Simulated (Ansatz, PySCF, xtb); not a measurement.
Reaction (SMILES): C=C=O + 4 [H][H] (H2) → 2 C (CH4) + O (H2O)
Geometries: B3LYP-D3(BJ)/def2-TZVP minima from Ansatz (a first-principles code).

Quantity: energy of full hydrogenation (0 K, with B3LYP-D3(BJ) harmonic zero-point energies from PySCF), in eV. Cores are frozen in the correlated levels unless marked. Spin-orbit coupling is left out. Non-relativistic unless marked X2C. FCI takes restricted orbitals. CBS marks a two-point X^-3 extrapolation of the correlation energy; Hartree-Fock from the larger set.

| level | program | energy of full hydrogenation (eV) |
|---|---|---|
| GFN2-xTB | xtb | -3.70 |
| HF/cc-pVDZ | Ansatz | -3.54 |
| BLYP-D3(BJ)/def2-TZVPD | Ansatz + dftd3 | -2.73 |
| BLYP-D4/def2-TZVPD | Ansatz + dftd4 | -2.71 |
| BP86-D3(BJ)/def2-TZVPD | PySCF + dftd3 | -2.98 |
| PBE0/def2-SVP | Ansatz | -3.48 |
| PBE0/def2-QZVPP | Ansatz | -3.56 |

### Question
What does CCSD(T)/CBS(cc-pVTZ,cc-pVQZ) (Ansatz) give?

### Answer
-3.41 eV, so PBE0/def2-QZVPP differs from it by -0.15 eV.
